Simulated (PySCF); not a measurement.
Breaking a bond: GaH, singlet.

Levels: UHF/6-31G* = unrestricted Hartree-Fock/6-31G*, spherical d (PySCF); UCCSD(T) = CCSD(T) on UHF/def2-TZVP, 9 core orbitals frozen (PySCF 2.14.0).

Energies relative to the lowest point of each curve near equilibrium, in kJ/mol:

```
R / Å  UHF/6-31G*
-----  ----------
1.35         85.8
1.43         43.9
1.51         18.3
1.63          1.4
1.68          0.0
1.86         12.2
1.95         25.0
2.08         48.0
2.77        157.0
3.39        184.2
5.04        193.4
5.88        193.6
```

Problem. Estimate the UCCSD(T) values at these points.

Solution. 1.35: 76.4; 1.43: 37.4; 1.51: 14.4; 1.63: 0.5; 1.68: 0.0; 1.86: 14.0; 1.95: 27.0; 2.08: 49.3; 2.77: 174.1; 3.39: 247.9; 5.04: 277.9; 5.88: 278.3 (kJ/mol).

The unrestricted determinant behind UHF/6-31G* is spin-contaminated at 1.35 to 1.43, 2.55 to 6.69 Å (<S²> up to 1.0, against 0.00 for a pure singlet). The unrestricted determinant behind UCCSD(T) is spin-contaminated at 1.35 to 1.51, 2.55 to 6.69 Å (<S²> up to 1.0, against 0.00 for a pure singlet).
